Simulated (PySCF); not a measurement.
## Iron: a sound run and one with changed settings

Sound run: Fe [Ar] 3d6 4s2, Fe⁺ [Ar] 3d6 4s1. Computed with PySCF 2.14 in pcseg-2 (6s4p3d2f1g, 56 functions), with no relativity, point nucleus. The sound run starts from symmetry-adapted Hartree-Fock orbitals and uses a fine grid where one is needed.

A second run was set up differently.

```json
{"species": "Fe", "method": "UHF", "sound run (hartree)": "-1262.43054", "changed run (hartree)": "-1262.43054", "converged": "yes"}
{"species": "Fe", "method": "BP86", "sound run (hartree)": "-1263.86293", "changed run (hartree)": "-1264.45320", "converged": "yes"}
{"species": "Fe", "method": "M06-2X", "sound run (hartree)": "-1263.66364", "changed run (hartree)": "-1263.72064", "converged": "yes"}
{"species": "Fe⁺", "method": "UHF", "sound run (hartree)": "-1262.19644", "changed run (hartree)": "-1262.19644", "converged": "yes"}
{"species": "Fe⁺", "method": "BP86", "sound run (hartree)": "-1263.57304", "changed run (hartree)": "-1264.16933", "converged": "yes"}
{"species": "Fe⁺", "method": "M06-2X", "sound run (hartree)": "-1263.36118", "changed run (hartree)": "-1263.41994", "converged": "yes"}
```

Ionisation energy of Fe:

```csv
method,sound run (eV),changed run (eV)
UHF,6.370,6.370
BP86,7.888,7.724
M06-2X,8.230,8.182
```

(1) What was changed?
A. level shift left on
B. a valence shell is frozen
C. angular grid far too coarse
D. basis contracted for another Hamiltonian

Answers

(1) C. It used 14 angular points. A coarse angular grid integrates products of high-l functions wrongly, so density functionals can shift, and the SCF can exploit the error; Hartree-Fock and MP2 need no grid.
